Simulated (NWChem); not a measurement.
System: disilicic acid (Si₂H₆O₇); SMILES O[Si](O)(O)O[Si](O)(O)O

The following NWChem deck was run.

```
start job
memory heap 200 mb stack 900 mb global 1100 mb
geometry units angstroms noautosym nocenter noautoz
  O      1.056424    -2.537310     0.884469
  Si    -0.012521    -1.480777     0.211523
  O      0.195810    -1.517024    -1.419070
  O     -1.514057    -1.880536     0.743844
  O      0.236812     0.076594     0.727714
  Si     0.018427     1.557821     0.065650
  O      1.230981     2.546930     0.573831
  O     -0.003243     1.275984    -1.574228
  O     -1.400819     2.307468     0.402142
  H      1.843257    -2.697157     0.355321
  H      0.085556    -0.642160    -1.828778
  H     -1.703942    -2.822355     0.771814
  H      2.057161     2.110127     0.800339
  H     -0.426041     1.951791    -2.113332
  H     -1.454219     2.767949     1.244464
end
basis spherical
  O library 6-31g*
  Si library 6-31g*
  H library 6-31g*
end
dft
  xc pbe0
  iterations 150
end
cosmo
  do_cosmo_smd true
  solvent clbenzen
end
task dft energy
```

NWChem printed, in part:

```
             Northwest Computational Chemistry Package (NWChem) 7.3.0
             --------------------------------------------------------

                             Geometry "geometry" -> ""
                             -------------------------

 Output coordinates in angstroms (scale by  1.889725989 to convert to a.u.)

  No.       Tag          Charge          X              Y              Z
 ---- ---------------- ---------- -------------- -------------- --------------
    1 O                    8.0000     1.05642400    -2.53731000     0.88446900
    2 Si                  14.0000    -0.01252100    -1.48077700     0.21152300
    3 O                    8.0000     0.19581000    -1.51702400    -1.41907000
    4 O                    8.0000    -1.51405700    -1.88053600     0.74384400
    5 O                    8.0000     0.23681200     0.07659400     0.72771400
    6 Si                  14.0000     0.01842700     1.55782100     0.06565000
    7 O                    8.0000     1.23098100     2.54693000     0.57383100
    8 O                    8.0000    -0.00324300     1.27598400    -1.57422800
    9 O                    8.0000    -1.40081900     2.30746800     0.40214200
   10 H                    1.0000     1.84325700    -2.69715700     0.35532100
   11 H                    1.0000     0.08555600    -0.64216000    -1.82877800
   12 H                    1.0000    -1.70394200    -2.82235500     0.77181400
   13 H                    1.0000     2.05716100     2.11012700     0.80033900
   14 H                    1.0000    -0.42604100     1.95179100    -2.11333200
   15 H                    1.0000    -1.45421900     2.76794900     1.24446400

 Effective nuclear repulsion energy (a.u.)     736.3711587405

                                 NWChem DFT Module
                                 -----------------

 Summary of "ao basis" -> "ao basis" (spherical)
 ------------------------------------------------------------------------------
       Tag                 Description            Shells   Functions and Types
 ---------------- ------------------------------  ------  ---------------------
 O                           6-31g*                  6       14   3s2p1d
 Si                          6-31g*                  8       18   4s3p1d
 H                           6-31g*                  2        2   2s

 in cosmo_initialize ...
 calling solv_data for solv:clbenzen

 solvent parameters
 solvname_short: clbenzen
 solvname_long:  chlorobenzene
 dielec:        5.6968
 dielecinf:     2.3229
 nonaqueous SMD model solvent descriptors
 dielec:        5.6968
 sola:          0.0000
 solb:          0.0700
 solc:          0.8570
 solg:         47.4800
 solh:          0.1430
 soln:          1.5241

          ---------------
          -cosmo- solvent
          ---------------
 Cosmo: York-Karplus, doi: 10.1021/jp992097l
 dielectric constant -eps-     =   5.70
 screen = (eps-1)/(eps    )    =   0.82446
 surface charge correction     = lagrangian

   van der Waals surface
 --------------------------

 ---------- ATOMIC COORDINATES (A.U.) ------------ VDWR(ANG.) --
     1    1.99635189   -4.79482065    1.67140406     2.294
     2   -0.02366126   -2.79826278    0.39972051     2.470
     3    0.37002725   -2.86675968   -2.68165346     2.294
     4   -2.86115286   -3.55369775    1.40566134     2.294
     5    0.44750979    0.14474167    1.37518006     2.294
     6    0.03482198    2.94385483    0.12406051     2.470
     7    2.32621679    4.81299981    1.08438335     2.294
     8   -0.00612838    2.41126013   -2.97485956     2.294
     9   -2.64716407    4.36048225    0.75993819     2.294
    10    3.48325066   -5.09688768    0.67145933     1.200
    11    0.16167740   -1.21350644   -3.45588931     1.200
    12   -3.21998348   -5.33347759    1.45851697     1.200
    13    3.88747060    3.98756183    1.51242141     1.200
    14   -0.80510075    3.68835018   -3.99361840     1.200
    15   -2.74807544    5.23066516    2.35169596     1.200
 number of segments per atom =        128
 number of   points per atom =        128
 atom (   nspa,  nppa )
 ----------------------
    1 (     76,     0 )       0
    2 (      8,     0 )       0
    3 (     64,     0 )       0
    4 (     76,     0 )       0
    5 (     32,     0 )       0
    6 (      7,     0 )       0
    7 (     77,     0 )       0
    8 (     64,     0 )       0
    9 (     76,     0 )       0
   10 (      1,     0 )       0
   11 (      0,     0 )       0
   12 (      1,     0 )       0
   13 (      1,     0 )       0
   14 (      0,     0 )       0
   15 (      1,     0 )       0
 number of -cosmo- surface points =      484
 molecular surface =    225.634 angstrom**2
 molecular volume  =    244.639 angstrom**3
 -lineq- algorithm             =   0
 -bem- low  level              =   3
 -bem- from -octahedral-
 gaussian surface charge width =   4.50000
 degree of switching           =   1.00000
 switching function tolerance  =   0.00010
 atomic radii =
 --------------
    1  8.000  2.294
    2 14.000  2.470
    3  8.000  2.294
    4  8.000  2.294
    5  8.000  2.294
    6 14.000  2.470
    7  8.000  2.294
    8  8.000  2.294
    9  8.000  2.294
   10  1.000  1.200
   11  1.000  1.200
   12  1.000  1.200
   13  1.000  1.200
   14  1.000  1.200
   15  1.000  1.200
 ...... end of -cosmo- initialization ......

 nat:                    15
 ixmem:                 12074
 calling mnsol_interface()
 G(SMD-CDS) energy (kcal/mol)  =    -2.559
 SMD-CDS SASA (angstrom**2)    =   198.535

            General Information
            -------------------
          SCF calculation type: DFT
          Wavefunction type:  closed shell.
          No. of atoms     :    15
          No. of electrons :    90
           Alpha electrons :    45
            Beta electrons :    45
          Charge           :     0
          Spin multiplicity:     1
          Use of symmetry is: off; symmetry adaption is: off
          Maximum number of iterations: 150
          AO basis - number of functions:   146
                     number of shells:    70
          Convergence on energy requested:  1.00D-06
          Convergence on density requested:  1.00D-05
          Convergence on gradient requested:  5.00D-04

              XC Information
              --------------
                         PBE0 Method XC Functional
                     Hartree-Fock (Exact) Exchange  0.250
          PerdewBurkeErnzerhof Exchange Functional  0.750
            Perdew 1991 LDA Correlation Functional  1.000 local
           PerdewBurkeErnz. Correlation Functional  1.000 non-local

             Grid Information
             ----------------
          Grid used for XC integration:  medium
          Radial quadrature: Mura-Knowles
          Angular quadrature: Lebedev.
          Tag              B.-S. Rad. Rad. Pts. Rad. Cut. Ang. Pts.
          ---              ---------- --------- --------- ---------
          O                   0.60       49          13.0       434
          Si                  1.10       88          11.0       590
          H                   0.35       45          13.0       434
          Grid pruning is: on
          Number of quadrature shells:   789
          Spatial weights used:  Erf1

      Superposition of Atomic Density Guess
      -------------------------------------

 Sum of atomic energies:       -1103.90447590

      Non-variational initial energy
      ------------------------------

 Total energy =   -1107.034897
 1-e energy   =   -2992.695528
 2-e energy   =    1149.289473
 HOMO         =      -0.478122
 LUMO         =       0.007528

   convergence    iter        energy       DeltaE   RMS-Dens  Diis-err
 ---------------- ----- ----------------- --------- --------- ---------
     COSMO gas phase
 d= 0,ls=0.0,diis     1  -1108.4720959137 -1.84D+03  1.15D-02  2.21D+00
 d= 0,ls=0.0,diis     2  -1108.4425903933  2.95D-02  5.76D-03  2.73D+00
 d= 0,ls=0.0,diis     3  -1108.6906329058 -2.48D-01  6.80D-04  3.46D-02
 d= 0,ls=0.0,diis     4  -1108.6936216138 -2.99D-03  2.12D-04  2.07D-03
 d= 0,ls=0.0,diis     5  -1108.6937516241 -1.30D-04  8.40D-05  6.76D-04
  Resetting Diis
 d= 0,ls=0.0,diis     6  -1108.6938142794 -6.27D-05  9.06D-06  2.49D-06
 d= 0,ls=0.0,diis     7  -1108.6938144189 -1.39D-07  9.15D-06  1.30D-06

   convergence    iter        energy       DeltaE   RMS-Dens  Diis-err
 ---------------- ----- ----------------- --------- --------- ---------
     COSMO solvation phase
 d= 0,ls=0.0,diis     1  -1108.7114244503 -1.76D-02  5.87D-04  2.26D-03
 d= 0,ls=0.0,diis     2  -1108.7119437766 -5.19D-04  1.21D-04  5.79D-04
 d= 0,ls=0.0,diis     3  -1108.7119898273 -4.61D-05  5.01D-05  1.46D-04
 d= 0,ls=0.0,diis     4  -1108.7120021291 -1.23D-05  1.66D-05  1.56D-05
 d= 0,ls=0.0,diis     5  -1108.7120035851 -1.46D-06  3.93D-06  7.62D-07
 d= 0,ls=0.0,diis     6  -1108.7120036469 -6.19D-08  1.36D-06  1.47D-07

         Total DFT energy =    -1108.712003646905
      One electron energy =    -3001.218660474606
           Coulomb energy =     1259.971765142902
    Exchange-Corr. energy =     -103.906958818527
 Nuclear repulsion energy =      736.371158740490

             COSMO energy =        0.070691762838

 Numeric. integr. density =       89.999981928215

                                COSMO-SMD solvation results
                                ---------------------------

             internal energy in gas <Psi(g)|H|Psi(g)> =     -1108.693814418871
         internal energy in solvent <Psi(s)|H|Psi(s)> =     -1108.693203415184
                               delta internal energy  =         0.000611003687 (    0.38 kcal/mol)
   total free energy in solvent <Psi(s)|H+V/2|Psi(s)> =     -1108.707925150223
 polarization energy contribution <Psi(s)|V/2|Psi(s)> =        -0.014721735039 (   -9.24 kcal/mol)
    total free energy in solvent including G(SMD-CDS) =     -1108.712003646905
                       G(SMD-CDS) energy contribution =        -0.004078496682 (   -2.56 kcal/mol)
     1 M fixed-concentration free energy of solvation =        -0.018189228034 (  -11.41 kcal/mol)

                       DFT Final Molecular Orbital Analysis
                       ------------------------------------

 Vector   43  Occ=2.000000D+00  E=-3.323389D-01
              MO Center=  2.5D-01,  5.9D-01,  2.0D-01, r^2= 6.9D+00
   Bfn.  Coefficient  Atom+Function         Bfn.  Coefficient  Atom+Function
  ----- ------------  ---------------      ----- ------------  ---------------
    97      0.318747   7 O  pz              101      0.243628   7 O  pz
     4     -0.240890   1 O  py              124     -0.217053   9 O  py
   110      0.201651   8 O  py                8     -0.183592   1 O  py
   109      0.178515   8 O  px              128     -0.162424   9 O  py
     3     -0.154517   1 O  px              114      0.152832   8 O  py

 Vector   44  Occ=2.000000D+00  E=-3.298260D-01
              MO Center=  3.7D-01,  5.9D-01,  2.1D-01, r^2= 6.0D+00
   Bfn.  Coefficient  Atom+Function         Bfn.  Coefficient  Atom+Function
  ----- ------------  ---------------      ----- ------------  ---------------
    97      0.307955   7 O  pz               63     -0.256768   5 O  px
   109      0.254871   8 O  px                4      0.247335   1 O  py
   101      0.238466   7 O  pz              113      0.199836   8 O  px
    67     -0.195922   5 O  px                8      0.187726   1 O  py
   124      0.157777   9 O  py              125     -0.151152   9 O  pz

 Vector   45  Occ=2.000000D+00  E=-3.153133D-01
              MO Center= -2.9D-01, -1.5D+00, -4.3D-01, r^2= 3.2D+00
   Bfn.  Coefficient  Atom+Function         Bfn.  Coefficient  Atom+Function
  ----- ------------  ---------------      ----- ------------  ---------------
    35      0.466852   3 O  px               39      0.360927   3 O  px
    51     -0.362046   4 O  pz               55     -0.278744   4 O  pz
     5      0.136110   1 O  pz               63     -0.123944   5 O  px
    65      0.120357   5 O  pz               67     -0.102458   5 O  px
     9      0.101359   1 O  pz               69      0.093558   5 O  pz

 Vector   46  Occ=0.000000D+00  E= 3.641430D-02
              MO Center=  6.3D-02,  6.0D-01,  3.1D-02, r^2= 7.9D+00
   Bfn.  Coefficient  Atom+Function         Bfn.  Coefficient  Atom+Function
  ----- ------------  ---------------      ----- ------------  ---------------
    84      0.842756   6 Si s                24      0.704990   2 Si s
   112     -0.479136   8 O  s                98     -0.458914   7 O  s
    66     -0.446945   5 O  s               126     -0.436735   9 O  s
   144      0.345492  14 H  s                 6     -0.339374   1 O  s
    52     -0.336887   4 O  s                38     -0.314908   3 O  s

 Vector   47  Occ=0.000000D+00  E= 7.301529D-02
              MO Center= -6.4D-04, -7.9D-01,  3.1D-01, r^2= 1.1D+01
   Bfn.  Coefficient  Atom+Function         Bfn.  Coefficient  Atom+Function
  ----- ------------  ---------------      ----- ------------  ---------------
    24     -0.607798   2 Si s                 6      0.593730   1 O  s
    52      0.509940   4 O  s                26      0.453495   2 Si py
   136     -0.437683  10 H  s                98     -0.411377   7 O  s
   140     -0.404080  12 H  s                86      0.391397   6 Si py
   126     -0.392171   9 O  s               142      0.322107  13 H  s

 Vector   48  Occ=0.000000D+00  E= 9.852195D-02
              MO Center= -3.7D-02,  1.4D+00, -5.5D-01, r^2= 6.8D+00
   Bfn.  Coefficient  Atom+Function         Bfn.  Coefficient  Atom+Function
  ----- ------------  ---------------      ----- ------------  ---------------
   112      0.753248   8 O  s               144     -0.715045  14 H  s
    87      0.606370   6 Si pz               98     -0.332030   7 O  s
   142      0.307691  13 H  s                66     -0.295026   5 O  s
   138     -0.265406  11 H  s                38      0.244592   3 O  s
   146      0.224515  15 H  s               126     -0.198309   9 O  s

     Multipole analysis of the density
     ---------------------------------

     L   x y z        total         alpha         beta         nuclear
     -   - - -        -----         -----         ----         -------
     0   0 0 0     -0.000000    -45.000000    -45.000000     90.000000

     1   1 0 0      0.575198      1.327213      1.327213     -2.079228
     1   0 1 0      0.479163     -3.467739     -3.467739      7.414640
     1   0 0 1     -0.216719     -5.607335     -5.607335     10.997952

     2   2 0 0    -42.949864   -144.117746   -144.117746    245.285627
     2   1 1 0     -0.780313      2.786383      2.786383     -6.353079
     2   1 0 1      0.281594      2.450516      2.450516     -4.619438
     2   0 2 0    -42.376348   -560.449833   -560.449833   1078.523317
     2   0 1 1     -0.037206     22.009372     22.009372    -44.055950
     2   0 0 2    -45.875751   -141.128312   -141.128312    236.380874
```

Level: PBE0/6-31G* (spherical d), SMD on the gas-phase geometry. Coordinates come from a PBE0/def2-SVP optimisation. No frequency run checked for a minimum. Solvent: chlorobenzene.
